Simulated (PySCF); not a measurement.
Computed shifts of a molecule CH₅N₃OSi, B3LYP/pcSseg-1 (PySCF), GIAO, gas phase, atoms alike by connectivity averaged where their shifts nearly agree, in ppm (number of nuclei): ¹⁵N: 187.8 (1), 41.8 (1), 23.8 (1). ¹³C: 115.8 (1). ²⁹Si: -36.1 (1). ¹H: 5.09 (1), 1.77 (1), 1.58 (1), 0.99 (1), 0.87 (1). References: ¹⁵N against NH3 (σ = 265.5 ppm); ¹³C against TMS (σ = 181.3 ppm); ¹⁷O against H2O (σ = 333.8 ppm); ²⁹Si against TMS (σ = 338.7 ppm); ¹H against TMS (σ = 31.68 ppm), references at their B3LYP-D3(BJ)/def2-TZVP geometries, non-relativistic. Geometry: PBE0-D3(BJ)/def2-SVP. The values are those of a single conformer.

### Question
Identify the compound among the candidates.
A. N[Si]1(N)N=CO1
B. N[SiH](N)N=C=O
C. N#CO[SiH](N)N

### Answer
C, N#CO[SiH](N)N
